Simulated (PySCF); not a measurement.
## Diatomics of H with group 10

PBE with triple-zeta basis sets in PySCF, for the lowest determinant that a PBE0 search found; no spin–orbit coupling. De refers to high-spin ground-configuration atoms. A positive dipole means M(−)H(+).

| M | basis | state (unpaired electrons) | Re (Å) | ωe (cm⁻¹) | De (eV) | μ (D) |
| --- | --- | --- | --- | --- | --- | --- |
| Ni | def2-TZVPP | doublet (δ ↑) | 1.469 | 1949 | n/a | -2.10 |
| Pd | def2-TZVPP | doublet (σ ↑) | 1.530 | 2042 | 2.76 | -1.71 |
| Pt | def2-TZVPP | doublet (σ ↑) | 1.525 | 2365 | 3.64 | -0.97 |

The shortest bond is that of NiH (1.469 Å), the longest that of PdH (1.530 Å).

The state changes along the series, so neighbouring rows are not always alike in their bonding.

De is left out where the level can put another filling of the metal’s s and d shells below the measured ground configuration, by anything from nothing to about 1 eV. The metal atom is held in its measured ground configuration; semilocal functionals can put another filling of s and d lower by some tenths of an eV, and De to that atom would be smaller. These are scalar-relativistic numbers at best; spin–orbit coupling would shift them, the dissociation energy most. The state is the lowest single determinant that the PBE0 search found; with open d or f shells the true ground state can be another one.
